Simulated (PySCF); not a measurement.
Correlation energy of Zn(23+) (zinc, charge +23)

Starting occupation: [He] 2s2 2p3, 2p1/2 with m_j = -1/2, +1/2, 2p3/2 with m_j = +3/2. Computed with PySCF 2.14 in an uncontracted even-tempered set (17 s from 6.6 bohr⁻², ratio 2.4; 11 p from 8.6 bohr⁻², ratio 2.4; 5 d from 33 bohr⁻², ratio 2.6; 4 f from 49 bohr⁻², ratio 2.6), with X2C-1e with screened-nucleus spin-orbit coupling, Gaussian nucleus. Frozen: nothing; 7 electrons correlated; the 28 highest virtual spinors left out.

MP2 pair energies summed by pair of shells (mhartree):

| pair | energy | share (%) |
| --- | --- | --- |
| 2p-2s | -83.08 | 36.6 |
| 1s-1s | -40.91 | 18.0 |
| 2p-2p | -38.43 | 16.9 |
| 2s-2s | -28.54 | 12.6 |
| 1s-2p | -24.97 | 11.0 |
| 1s-2s | -11.36 | 5.0 |

Total MP2 correlation energy: -227.28 mhartree.

The GHF reference relaxed away from the jj start to a determinant that is no pure jj level (⟨S²⟩ = 3.09, ⟨J²⟩ = 3.76); the energies belong to that determinant.
